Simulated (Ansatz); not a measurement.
```yaml
crystal:
  periodic: [false, false, false]
  atoms:
    - {symbol: N, position_ang: [-1.479408, 1.827628, -0.097048]}
    - {symbol: As, position_ang: [0.311210, 1.456454, 0.125734]}
    - {symbol: N, position_ang: [0.565543, -0.287517, -0.451827]}
    - {symbol: Si, position_ang: [0.820490, -1.629532, 0.594773]}
    - {symbol: H, position_ang: [-2.039687, 1.514994, 0.683600]}
    - {symbol: H, position_ang: [-1.899198, 1.516140, -0.962282]}
    - {symbol: H, position_ang: [0.684263, 2.071636, -1.219991]}
    - {symbol: H, position_ang: [0.392881, -0.460799, -1.431127]}
    - {symbol: H, position_ang: [1.104215, -1.066578, 1.940018]}
    - {symbol: H, position_ang: [1.966611, -2.465322, 0.142288]}
    - {symbol: H, position_ang: [-0.361419, -2.534005, 0.696363]}
basis:
  gaussian: {orbitals: aug-cc-pVTZ, final_grid: {core_spheres: 8, valence_spheres: 7, degree: 23}}
total_charge: 1
magnetization: {spin_polarized: true, initial_magnetization: 1}
hamiltonian: {xc: {name: RPBE}, dispersion: d3bjatm}
accuracy: high
output: {forces: true}
```

```sh
$ ansatz run in.yaml --threads 4 --pin off --events-out ev --progress --plain --max-ram 10444MiB
```

Output, abridged:

```
Functional definition: RPBE
5602 factors; integrals over basis functions are off by at most 4.3e-9 eV
mean field evaluation 1: about -71771.3272 eV, gradient 9.1e1 eV
mean field evaluation 2: about -71612.8277 eV, gradient 1.6e2 eV
mean field evaluation 4: about -71798.5654 eV, gradient 2.8e1 eV
mean field evaluation 8: about -71803.6216 eV, gradient 3.4e0 eV
mean field evaluation 16: about -71803.7175 eV, gradient 5.2e-3 eV
mean field -71803.71750927 eV, -2638.7379481578 hartree, gradient 8.1e-8 eV, S^2 0.755478; 5 other end points of the search recorded, 0 dependent functions left out
reference -71803.71751716 eV, -2638.7379484480 hartree; 34, 33 occupied and 328, 329 virtual orbitals, 5602 factors
Total energy: -71805.18154085 eV, -2638.7917503262 hartree
Atom 0 at    -1.479408     1.827628    -0.097048 Å, force    -0.472613    -0.213166    -0.016365 eV/Å
Atom 1 at     0.311210     1.456454     0.125734 Å, force     1.659034     1.167567     0.680852 eV/Å
Atom 2 at     0.565543    -0.287517    -0.451827 Å, force    -0.803130     0.161977    -0.853365 eV/Å
Atom 3 at     0.820490    -1.629532     0.594773 Å, force     0.242479    -1.061928     1.685049 eV/Å
Atom 4 at    -2.039687     1.514994     0.683600 Å, force    -0.476234     0.049372     0.473721 eV/Å
Atom 5 at    -1.899198     1.516140    -0.962282 Å, force    -0.283925    -0.180234    -0.507210 eV/Å
Atom 6 at     0.684263     2.071636    -1.219991 Å, force    -0.019287     0.043797    -0.117409 eV/Å
Atom 7 at     0.392881    -0.460799    -1.431127 Å, force     0.274669    -0.102602    -0.699288 eV/Å
Atom 8 at     1.104215    -1.066578     1.940018 Å, force    -0.016628     0.182768    -0.013227 eV/Å
Atom 9 at     1.966611    -2.465322     0.142288 Å, force     0.178743     0.006461    -0.367871 eV/Å
Atom 10 at    -0.361419    -2.534005     0.696363 Å, force    -0.283107    -0.054012    -0.264886 eV/Å
Dipole moment:    -0.377060    -0.370439    -0.331345 e Å
```

Hardware: 4 threads of an Arm Neoverse N1 on a shared host. Wall time 87 s, peak host memory 4.6 GiB.
